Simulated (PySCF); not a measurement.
Species: C5H3F4S (doublet state).
Geometry (GFN2-xTB, Å), atoms numbered from 1 in this order:
```xyz
13
C5H3F4S angstrom
F     -2.2090    0.8089   -1.3584
C     -1.6850    0.0446   -0.2923
C     -1.5095    0.8565    0.9292
S      0.1010    1.0290    1.4317
C      0.6499   -0.0282    0.1459
C      2.1021   -0.3601    0.0400
F      2.5534   -1.0133    1.1241
F      2.3584   -1.1454   -1.0136
F      2.8719    0.7295   -0.0911
C     -0.3314   -0.4726   -0.6506
H     -2.4333   -0.7576   -0.1771
H     -2.2895    1.4157    1.4007
H     -0.1833   -1.1065   -1.5062
```

The hyperfine couplings belong to this conformer and change with its torsions.

The species is `F[C@@H]1[CH]SC(C(F)(F)F)=C1` [radical].

Method: UKS B3LYP, pcH-1 on C F H S, non-relativistic, mean-field spin-orbit, GIAO (PySCF 2.14.0). Geometry: GFN2-xTB; no solvent, vibrations or thermal averaging. A GFN2-xTB geometry isn't a minimum of the functional, and hyperfine couplings can be far from their values at a DFT geometry. The SCF solution wasn't tested for stability.

Largest spin populations (Mulliken): C3 (+0.76), S4 (+0.14) and C10 (+0.11). No atom but C3 exceeds +0.15. The angles at C3 add up to 359.5°, so it is planar; its axial dipolar tensor and the negative coupling of its proton fit spin in a p orbital normal to that plane.

**Question.** McConnell's relation a(H) = Q·ρ ties the coupling of a proton on a planar π carbon to the spin population of that carbon. What Q do the computed values give?

**Answer.** 
```csv
H,C,ρ(C),a(H) (G),a/ρ (G)
H12,C3,+0.763,-18.12,-23.7
H13,C10,+0.108,-2.82,-26.3
```

A least-squares line through the origin gives Q = -23.8 G with Mulliken populations. In McConnell's picture π spin on carbon polarises the C–H bond and leaves opposite spin at the proton, which makes Q negative, as found here.

Couplings in gauss use g_iso = 2.0032.
